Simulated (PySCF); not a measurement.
Structure from 2D NMR

Compound of formula C6H10N2Si. Correlations simulated from computed shifts and the bond graph:

HSQC (one-bond C–H):
```tsv
δH	δC
7.81	139.5
7.45	135.7
7.44	133.2
```

COSY cross peaks (H two or three bonds apart, from the bond graph; peaks can be absent where the dihedral angle is near 90°):
```tsv
δH	δH
7.81	7.44
7.45	7.44
```

HMBC (two and three bonds, from the bond graph):
```tsv
δH	δC
7.81	145.1, 139.5, 135.7, 133.2
7.45	139.5, 133.2
7.44	145.1, 139.5, 135.7, 133.2
5.23	145.1, 139.5
```

Carbons without hydrogens: δ 145.1.

Level of theory: shielding tensors at PBE0/pcSseg-1 (GIAO), geometry from PBE0-D3(BJ)/def2-SVP, in PySCF 2.14 (non-relativistic, no solvent model, a single conformation, averaged over atoms made equivalent by symmetry, fast rotation or ring inversion).

Shifts are taken against calculated references (same method and geometry level): 1H, 13C against TMS.

Exchangeable hydrogens are left out of these lists.

Assemble the structure.

Answers

`C1=CC([SiH](N)N)=CC=C1`.

Atoms are numbered as in `[NH2:1][SiH:2]([NH2:3])[c:4]1[cH:5][cH:6][cH:7][cH:8][cH:9]1`. Each H is labelled by its parent atom.

- δC 145.1 is C4, a substituted aromatic carbon.
- δC 139.5 is C5/C9, an aromatic CH (δH 7.81).
- δC 135.7 is C7, an aromatic CH (δH 7.45).
- δC 133.2 is C6/C8, an aromatic CH (δH 7.44).
- HMBC from δH 7.81 reaches the proton-free carbon C4.
- HMBC from δH 7.44 reaches the proton-free carbon C4.
- HMBC from δH 5.23 reaches the proton-free carbon C4.
- COSY links 7.81–7.44, 7.45–7.44.

The data come from this structure; uniqueness wasn't tested.

OH/NH shifts are gas-phase values; hydrogen bonding in solution moves them, usually downfield. Shifts are as computed. Against solution values, carbons near 30 ppm lie about +2 ppm off and those near 130 ppm about +5 ppm. Of 1309 compounds with measured shifts, 239 miss one by over three times the rms of a fit or turn the order of signals round; such compounds aren't used in these exercises.
